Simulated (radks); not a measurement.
Ionisation of neutral holmium, [Xe] 4f11 6s2, to [Xe] 4f11 6s1 as the strength of local exchange is varied. All-electron calculation, scalar-relativistic Kohn-Sham, Slater X-alpha exchange (alpha = 2/3 is LDA exchange), no correlation, spin-polarised, spherical densities, point nucleus; open shells are filled with parallel spins first (spin-orbit coupling, left out, can overturn this in heavy ions). Program: a radial shooting solver on a logarithmic mesh with Libxc functionals.

alpha  E(Ho) (hartree)  exchange (hartree)  IE (eV)  -e of the level emptied (eV)  <r> of it (bohr)
0.667      -12601.7099           -255.5208    5.226                    3.081 (6s)             4.155
0.703      -12615.5658           -269.6410    5.370                    3.233 (6s)             4.115
0.81       -12656.8483           -311.8015    5.819                    3.713 (6s)             3.997
0.88       -12683.9357           -339.5385    6.128                    4.046 (6s)             3.922
0.907      -12694.4005           -350.2698    6.249                    4.179 (6s)             3.894

NIST Atomic Spectra Database: 6.022 eV (measured). The Delta-SCF value meets it near alpha = 0.86. Open shells are spherical and high-spin; term and fine-structure splittings are not resolved. Spin-orbit splitting is averaged out at the scalar-relativistic level.
